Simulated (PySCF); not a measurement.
C2H6Se.

```xyz
9

C      1.4637     0.0000     0.8255
Se     0.0000     0.0000    -0.4777
C     -1.4637     0.0000     0.8255
H      1.4253     0.9075     1.4588
H      2.4092     0.0000     0.2506
H      1.4253    -0.9075     1.4588
H     -1.4253     0.9075     1.4588
H     -2.4092     0.0000     0.2506
H     -1.4253    -0.9075     1.4588
```
Charge 0, spin multiplicity 1.

Geometry optimised at PBE-D3(BJ)/def2-SVP.

Calculation: KT2/pcSseg-1 (PySCF). Non-relativistic, no solvent.

Computed absolute GIAO shielding of each atom: isotropic value and principal components (ppm):
```tsv
atom	σ(iso)	σ11	σ22	σ33	span
C1	163.8	147.4	160.7	183.4	36.0
Se2	1672.8	1430.3	1474.5	2113.7	683.4
C3	163.8	147.4	160.7	183.4	36.0
H4	29.0	23.4	26.6	36.9	13.5
H5	29.3	24.1	26.1	37.8	13.8
H6	29.0	23.4	26.6	36.9	13.5
H7	29.0	23.4	26.6	36.9	13.5
H8	29.3	24.1	26.1	37.8	13.8
H9	29.0	23.4	26.6	36.9	13.5
```
